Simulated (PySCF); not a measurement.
H₅Si₂, SMILES [SiH2][SiH3] (connectivity only; charge and spin as stated), charge +1, multiplicity 1. The structure is a stationary point at PBE-D3(BJ)/def2-TZVP. The multiplicity is an assumed one; other spin states were not compared. The isomer is the one that the SMILES or the coordinates give; other isomers of the formula were not compared.

Method: PBE-D3(BJ)/def2-TZVP run with PySCF.

Harmonic wavenumbers (cm⁻¹): 84, 257, 334, 404, 576, 645, 755, 855, 877, 930, 2135, 2182, 2208, 2222, 2237. Rotational constants (GHz): 53.59, 5.265, 5.092; symmetry number 1.

Question: Work out the zero-point energy and the ideal-gas rigid-rotor harmonic-oscillator thermochemistry at 298.15 K and 1 atm.

Answer: ZPE = ½ Σ hcν = ½ × 16699 cm⁻¹ = 99.88 kJ/mol. H − E(el) = 116.37 kJ/mol. Entropy in J/(mol K): translation 160.06, rotation 95.94, vibration 38.69, total 294.68. G − E(el) = 28.51 kJ/mol. Cp = 79.77 J/(mol K). Modes under 150 cm⁻¹ make the vibrational entropy uncertain.
